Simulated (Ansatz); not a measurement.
A nudged elastic band was laid between two geometries of a periodic cell of 17 atoms, Be16Cl (surface Be(0001), adsorbate Cl).

The calculation used DFT PBE-D3(BJ), scalar-relativistic, plane waves, PAW in Ansatz. Settings: cutoff 420 eV, k mesh 5x5x1, gaussian smearing 0.05 eV, no spin polarisation.

* movable images: 3
* climbing image: yes
* spring: 5.0 eV/Å²
* optimiser: quadratic models (default)
* start path: default
* force threshold: 0.2 eV/Å
* iteration limit: 39
* end points: relaxed
* atoms held: 1 to 4

First end point:

```xyz
17
Lattice="4.5800 0.0000 0.0000 2.2900 3.9664 0.0000 0.0000 0.0000 16.3826" Properties=species:S:1:pos:R:3
Be 0.000 1.322 1.000
Be 2.290 1.322 1.000
Be 1.145 3.305 1.000
Be 3.435 3.305 1.000
Be 0.003 -0.002 2.828
Be 2.287 -0.002 2.828
Be 1.145 1.983 2.815
Be 3.435 1.987 2.828
Be -0.023 1.309 4.626
Be 2.314 1.309 4.626
Be 1.145 3.333 4.626
Be 3.435 3.306 4.552
Be 0.035 -0.020 6.482
Be 2.255 -0.020 6.482
Be 1.145 1.984 6.213
Be 3.435 2.024 6.482
Cl 3.436 0.662 8.146
```

Last end point:

Only the atoms that move by more than 0.05 Å are listed.
```
Be13 0.000 -0.073 6.478
Be14 2.290 0.000 6.231
Be15 1.208 2.020 6.478
Be16 3.372 2.020 6.478
Cl17 4.580 1.322 8.108
```

Problem. What changes between the two ends?

Solution. Contacts lost: Be14–Cl17. Contacts made: Be15–Cl17. The atom that moves furthest is Cl17, by 1.32 Å.

Problem. What energy profile does the band end with?

Solution. It converged. The highest image is number 2 of 0 to 4, 0.118 eV above the first end and 0.198 eV above the last; the last end lies 0.080 eV below the first. The threshold of 0.2 eV/Å is loose, so the images may lie well off the minimum-energy path. The order of the stationary point at the top wasn't checked. Limits of this set-up: coarse k mesh, thin slab, slab without dipole correction, odd electron count without spin.

| image | path coordinate (Å) | energy (eV) | Be14–Cl17 (Å) | Be15–Cl17 (Å) |
| --- | --- | --- | --- | --- |
| 0 | 0.00 | 0.000 | 2.15 | 3.27 |
| 1 | 0.33 | 0.071 | 2.43 | 3.10 |
| 2 | 0.67 | 0.118 | 2.76 | 2.88 |
| 3 | 1.06 | 0.026 | 3.03 | 2.46 |
| 4 | 1.46 | -0.080 | 3.24 | 2.15 |

Problem. What is the geometry of the highest image?

Solution. 
```xyz
17
Lattice="4.5800 0.0000 0.0000 2.2900 3.9664 0.0000 0.0000 0.0000 16.3826" Properties=species:S:1:pos:R:3
Be 0.000 1.322 1.000
Be 2.290 1.322 1.000
Be 1.145 3.305 1.000
Be 3.435 3.305 1.000
Be -0.001 0.008 2.836
Be 2.292 0.001 2.805
Be 1.138 1.979 2.820
Be 3.441 1.978 2.836
Be 0.003 1.324 4.659
Be 2.310 1.302 4.606
Be 1.137 3.333 4.606
Be 3.428 3.301 4.565
Be 0.016 -0.047 6.527
Be 2.247 -0.025 6.297
Be 1.202 2.016 6.269
Be 3.402 2.020 6.527
Cl 3.960 0.964 8.230
```

The band took 3 iterations and roughly 2.8 core-minutes.

Run time: 2.8 min on 1 thread of Arm Neoverse V2, with other jobs on the host, peak memory 0.64 GiB.
